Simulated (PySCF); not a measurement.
H2O2Zn, charge +1, multiplicity 2. Atoms are numbered in the order given.

```xyz
5

Zn     0.0000     0.0000     0.0185
O      0.0000    -1.7814    -0.1174
H      0.0000    -2.3673     0.6617
O      0.0000     1.7814    -0.1174
H      0.0000     2.3673     0.6617
```
Charge +1, spin multiplicity 2.

Geometry: B3LYP-D3(BJ)/def2-TZVP. The spin state was assumed, not searched. The isomer is the one that the SMILES or the coordinates give; other isomers of the formula were not compared. The values are those of a single conformer.

Calculation: C-PCM-M06-2X/def2-SVP run with PySCF 2.14.0.

The values are the electrostatic part of the solvation free energy, E(continuum) − E(gas) at the gas-phase geometry, in a cavity of scaled van der Waals radii (PySCF's table); cavitation and dispersion terms are not included. A continuum can't describe solvent molecules that bind to the metal.

Computed values in water (ε = 78.36), n-hexane (ε = 1.88), acetone (ε = 20.49):
| solvent | ε | ΔG(elec) (kcal/mol) |
|---|---|---|
| water | 78.36 | -94.2 |
| n-hexane | 1.88 | -43.7 |
| acetone | 20.49 | -90.6 |
